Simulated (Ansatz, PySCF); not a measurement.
This Ansatz (a quantum-chemistry and plane-wave program) input computes a r2SCAN/def2-TZVPD energy:

Ansatz 0.2 input:
```yaml
crystal:
  periodic: [false, false, false]
  atoms:
    - {symbol: Sn, position_ang: [0.00000000, 0.00000000, 0.00000000]}
    - {symbol: O, position_ang: [-0.00000000, -0.00000000, -1.81395677]}
    - {symbol: O, position_ang: [0.00000000, 0.00000000, 1.81395677]}
basis:
  gaussian:
    orbitals: def2-TZVPD
hamiltonian:
  xc: {name: r2SCAN}
output: {forces: true}
```

Q: Write an input for the same energy in PySCF and say what it gives.

A: 
```python
from pyscf import gto, scf, dft

mol = gto.M(
    atom='''
    Sn    0.00000000    0.00000000    0.00000000
    O    -0.00000000   -0.00000000   -1.81395677
    O     0.00000000    0.00000000    1.81395677
    ''',
    basis='def2-tzvpd',
    ecp='def2-tzvp',
    charge=0,
    spin=0,
    verbose=4,
)

mf = dft.RKS(mol, xc='r2scan').density_fit(auxbasis='def2-universal-jkfit')
mf.grids.level = 4
mf.conv_tol = 1e-9
mf.max_cycle = 100
mf.max_memory = 1500
mf.kernel()
if not mf.converged:
    mf = mf.newton()
    mf.kernel(mf.make_rdm1())
mf.analyze()
```
It gives -364.75617 Eh, and Ansatz -364.75611 Eh, a difference of 0.06 mEh, from the treatment of integrals and grids.
